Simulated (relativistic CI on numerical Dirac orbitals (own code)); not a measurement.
## Ho+: resonant inelastic scattering at the M4,5 edge

Computed with this model: Dirac-Coulomb-Breit CI, separate exchange-only KLI orbitals for each configuration, model QED, valence Slater integrals scaled by 0.7, Kramers-Heisenberg scattering through one core-hole configuration in a parametric crystal field; configurations [Xe] 4f12 → [Ar] 3d9 4s2 4p6 4d10 4f13 5s2 5p6; 300 K; core-hole width 0.6 eV; summed over polarisations. Incident energies are the highest absorption maxima for each field (at most a few, so the weaker spin-orbit partner edge can be absent), on the computed scale of the free ion. Intensities are in per cent of the strongest line above 0.02 eV; levels within 1 cm⁻¹ are merged; final levels count from the ground level, the first row holds all elastic scattering, lines under 0.4 are left out and each table stops after 24 rows. The scale of the Slater integrals is a model choice and moves the terms in proportion. The configuration is assumed, with all valence electrons in the open shell; the free ion's ground configuration is another.

Field parameters in Wybourne normalisation; cubic f-shell fields have B⁴₄ = √(5/14) B⁴₀ and B⁶₄ = −√(7/2) B⁶₀. The field is a parameter set, without covalency.

S is read from ⟨S²⟩ = S(S + 1).

D3h, B20 = 170, B40 = 30, B60 = -140, B66 = -40 cm⁻¹:

| Final level (eV) | Degeneracy | S | 1345.5 eV | 1346.9 eV |
| --- | --- | --- | --- | --- |
| 0.000 | 1 | 0.99 | 925.4 | 7690.2 |
| 0.001 | 2 | 0.99 | 94.1 | 1211.2 |
| 0.004 | 2 | 0.99 | 134.9 | 1305.4 |
| 0.005 | 1 | 0.99 | 72.5 | 678.5 |
| 0.007 | 5 | 0.99 | 132.8 | 937.1 |
| 0.015 | 2 | 0.99 | 39.9 | 270.4 |
| 0.467 | 2 | 0.74 | 4.6 | 87.6 |
| 0.469 | 2 | 0.74 | 3.8 | 72.0 |
| 0.469 | 1 | 0.74 | 2.3 | 42.7 |
| 0.470 | 2 | 0.74 | 5.4 | 100.0 |
| 0.471 | 1 | 0.74 | 2.4 | 44.3 |
| 0.472 | 1 | 0.74 | 2.9 | 53.2 |
| 0.713 | 1 | 1.00 | 2.6 | 1.8 |
| 0.714 | 2 | 1.00 | 5.0 | 3.8 |
| 0.716 | 2 | 1.00 | 4.6 | 4.3 |
| 0.718 | 1 | 1.00 | 2.2 | 2.0 |
| 0.718 | 1 | 1.00 | 2.1 | 2.2 |
| 0.719 | 2 | 1.00 | 4.1 | 3.4 |
| 0.725 | 2 | 1.00 | 3.4 | 3.7 |
| 1.082 | 1 | 0.91 | 1.2 | 22.8 |
| 1.084 | 1 | 0.91 | 1.0 | 18.8 |
| 1.085 | 2 | 0.91 | 2.2 | 43.4 |
| 1.086 | 1 | 0.91 | 0.9 | 18.4 |
| 1.088 | 2 | 0.91 | 2.0 | 39.1 |

Oh, B40 = 70, B60 = 80 cm⁻¹:

```
Final level (eV)  Degeneracy  Irrep     S  1345.5 eV  1346.9 eV
           0.000           1     A2  0.99      437.0     3138.2
           0.002           3     T2  0.99       95.7     1050.9
           0.002           1     A1  0.99       42.0      395.2
           0.003           3     T1  0.99       77.3      960.4
           0.006           2      E  0.99       61.8      654.7
           0.008           3     T2  0.99       96.4      798.4
           0.465           4  A1+T2  0.74        5.2      100.0
           0.468           3     T1  0.74        4.1       76.3
           0.470           2      E  0.74        3.0       55.2
           0.715           6  T1+T2  1.00        7.8        6.0
           0.716           2      E  1.00        2.5        2.4
           0.718           3     T1  1.00        3.5        3.7
           1.081           2      E  0.91        1.2       23.2
           1.085           3     T1  0.91        1.7       32.9
           1.085           3     T2  0.91        1.8       33.9
           1.090           1     A1  0.91        0.5       10.1
           1.778           3     T2  0.61        0.6       19.0
           1.779           1     A1  0.61        0.2        5.7
           1.782           3     T1  0.60        0.6       18.4
           1.784           2      E  0.60        0.4       12.8
           2.963           5   E+T2  0.02        2.0       19.8
           2.966           1     A2  0.02        0.4        4.5
           2.966           3     T2  0.02        1.3       13.0
           2.967           3     T1  0.02        1.3       13.0
```

D3d, B20 = 130, B40 = -200, B43 = 190, B60 = -80, B63 = 0, B66 = -50 cm⁻¹:

```
Final level (eV)  Degeneracy  Irrep     S  1345.5 eV  1346.9 eV
           0.000           1     A1  0.99      800.4     6005.4
           0.001           2      E  0.99      106.5     1361.3
           0.005           2      E  0.99      151.2     1389.2
           0.008           1     A1  0.99       74.9      700.8
           0.008           1     A2  0.99       72.6      688.1
           0.012           2      E  0.99      118.5     1049.8
           0.013           3   A1+E  0.99      123.4     1253.5
           0.013           1     A2  0.99       62.4      592.9
           0.466           2      E  0.74        5.2      100.0
           0.468           1     A1  0.74        3.1       59.1
           0.471           2      E  0.74        5.1       94.2
           0.474           2      E  0.74        5.1       92.7
           0.474           1     A2  0.74        2.3       42.6
           0.478           1     A1  0.74        2.4       43.7
           0.713           1     A2  1.00        2.9        2.2
           0.715           2      E  1.00        5.6        4.4
           0.718           2      E  1.00        5.0        4.5
           0.722           2  A1+A2  1.00        4.3        4.0
           0.724           2      E  1.00        4.0        4.0
           0.724           2      E  1.00        4.0        3.5
           1.083           1     A1  0.91        1.3       25.8
           1.086           2      E  0.91        2.5       48.0
           1.089           1     A1  0.91        0.9       18.2
           1.090           2      E  0.91        2.0       39.5
```

For the first field the strongest loss at the lowest incident energy is the level at 0.47 eV (S = 0.74, against 0.99 in the thermal ground state). Levels of other spin, the first over 8 % at 2.96 eV, appear because spin-orbit coupling of the core hole, and in heavier ions of the valence shell too, mixes spins.
